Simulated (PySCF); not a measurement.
Zirconium: a sound run and one with changed settings

Sound run: Zr(2+) [Kr] 4d2, Zr(3+) [Kr] 4d1. Computed with PySCF 2.14 in cc-pVTZ-PP with ECP28MDF (5s5p4d2f1g, 63 functions), with a scalar-relativistic core potential. The sound run starts from symmetry-adapted Hartree-Fock orbitals and uses a fine grid where one is needed.

Changed run: initial guess minao, at most 50 SCF cycles.

| species | method | sound run (hartree) | changed run (hartree) | converged |
| --- | --- | --- | --- | --- |
| Zr(2+) | UHF | -45.66402 | -45.57881 | yes |
| Zr(2+) | r2SCAN | -46.05034 | -46.05034 | yes |
| Zr(2+) | PBE0 | -46.02353 | -46.02353 | yes |
| Zr(3+) | UHF | -44.84076 | -44.84076 | yes |
| Zr(3+) | r2SCAN | -45.19476 | -45.19476 | yes |
| Zr(3+) | PBE0 | -45.16653 | -45.16653 | yes |

Ionisation energy of Zr(2+):

```json
{"method": "r2SCAN", "sound run (eV)": "23.282", "changed run (eV)": "23.282"}
{"method": "PBE0", "sound run (eV)": "23.320", "changed run (eV)": "23.320"}
```

The plain start fixes occupations by D2h representation alone, and Zr(2+) at UHF landed in another state (other ⟨L²⟩ or ⟨S²⟩). 

For comparison, NIST gives 23.170 eV between the lowest levels.
